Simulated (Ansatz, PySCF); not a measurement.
This Ansatz (a first-principles code) input computes a CAM-B3LYP/def2-TZVPD energy:

Ansatz 0.2 input:
```yaml
crystal:
  periodic: [false, false, false]
  atoms:
    - {symbol: Cs, position_ang: [-0.00000000, -0.00000000, -1.52813754]}
    - {symbol: Br, position_ang: [0.00000000, 0.00000000, 2.40135899]}
basis:
  gaussian:
    orbitals: def2-TZVPD
hamiltonian:
  xc: {name: CAM-B3LYP}
total_charge: 1
magnetization: {spin_polarized: true, initial_magnetization: 1}
output: {forces: true}
```

Problem. Write an input for the same energy in PySCF and say what it gives.

Solution. 
```python
from pyscf import gto, scf, dft

mol = gto.M(
    atom='''
    Cs   -0.00000000   -0.00000000   -1.52813754
    Br    0.00000000    0.00000000    2.40135899
    ''',
    basis='def2-tzvpd',
    ecp='def2-tzvp',
    charge=1,
    spin=1,
    symmetry='C2v',
    verbose=4,
)

mf = dft.UKS(mol, xc='camb3lyp').density_fit(auxbasis='def2-universal-jkfit')
mf.grids.level = 3
mf.conv_tol = 1e-9
mf.max_cycle = 100
mf.max_memory = 1500
mf.kernel()
if not mf.converged:
    mf = mf.newton()
    mf.kernel(mf.make_rdm1())
mf.analyze()
```
It gives -2594.21095 Eh, and Ansatz -2594.21092 Eh, a difference of 0.03 mEh, from the treatment of integrals and grids.
